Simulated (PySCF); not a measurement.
Members of one family of related compounds. Method used: TDDFT CAM-B3LYP/def2-SVPD, vertical, gas phase, core orbitals frozen in the response (PySCF 2.14.0, density-fitted response routines). Geometries: GFN2-xTB; one conformer of each isolated species. Triplets are in the Tamm–Dancoff approximation.

**Question.** Rank by computed S1–T1 gap, lowest first.
A. `[O-][n+]1ccc(C(F)F)cc1`
B. `[O-][n+]1ccc(F)cc1`
C. `[H]/N=C\c1cc[n+]([O-])cc1`
D. `[O-][n+]1ccc(O)cc1`

**Answer.** D (1.41 eV), B (1.59 eV), A (1.79 eV), C (1.91 eV).

```tsv
SMILES	S1−T1 (eV)	S1 (eV)	T1 (eV)	S1 mainly	T1 mainly	f(S1)
[O-][n+]1ccc(O)cc1	1.41	4.08	2.67	H→L (94%)	H→L+1 (94%)	0.032
[O-][n+]1ccc(F)cc1	1.59	4.25	2.66	H→L+1 (93%)	H→L (95%)	0.028
[O-][n+]1ccc(C(F)F)cc1	1.79	4.35	2.56	H-1→L (96%)	H→L (95%)	0.000
[H]/N=C\c1cc[n+]([O-])cc1	1.91	4.21	2.30	H-1→L (87%)	H→L (92%)	0.000
```

H and L stand for HOMO and LUMO. For `[O-][n+]1ccc(O)cc1`, `[O-][n+]1ccc(F)cc1`, `[O-][n+]1ccc(C(F)F)cc1` and `[H]/N=C\c1cc[n+]([O-])cc1` the leading configurations of S1 and T1 differ. Singlets come from full response and triplets from the Tamm–Dancoff approximation.
